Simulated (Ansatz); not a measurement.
CH$_{4}$BInO (`[InH2][CH]1BO1`). Total charge 0; spin multiplicity 1. In: def2 effective core potential. The structure was optimised at the PBE0-D4/def2-TZVP level.

```xyz
8

In   -0.166    0.020   -1.618
C     0.201   -0.512    0.427
B     0.205    0.454    1.593
O    -0.926   -0.217    1.434
H    -1.446    1.119   -1.961
H     0.866   -0.638   -2.832
H     0.630   -1.495    0.622
H     0.637    1.270    2.335
```

**Question.** What is the dipole moment at ωB97M-V/def2-TZVPP? (An estimate is asked.)

**Answer.** Computed: 1.30 D, with components (1.24, 0.05, -0.40) D in this frame, pointing from negative to positive charge.

**Question.** And with PBE, r2SCAN, B3LYP? (Estimate.)

**Answer.** The calculation gave: PBE 1.10 D, r2SCAN 1.19 D, B3LYP 1.28 D.

**Question.** Give the Mulliken charges with ωB97M-V, B3LYP, PBE in def2-TZVPP. (An estimate is asked.)

**Answer.** Computed: 
```
atom  ωB97M-V  B3LYP    PBE
 In1     0.46   0.54   0.48
  C2    -0.24  -0.18  -0.16
  B3     0.00   0.01  -0.01
  O4    -0.25  -0.25  -0.19
  H5    -0.09  -0.14  -0.13
  H6    -0.10  -0.14  -0.13
  H7     0.13   0.11   0.11
  H8     0.09   0.05   0.02
```

B3LYP here is the variant with VWN-RPA as its local correlation; programs differ in this.
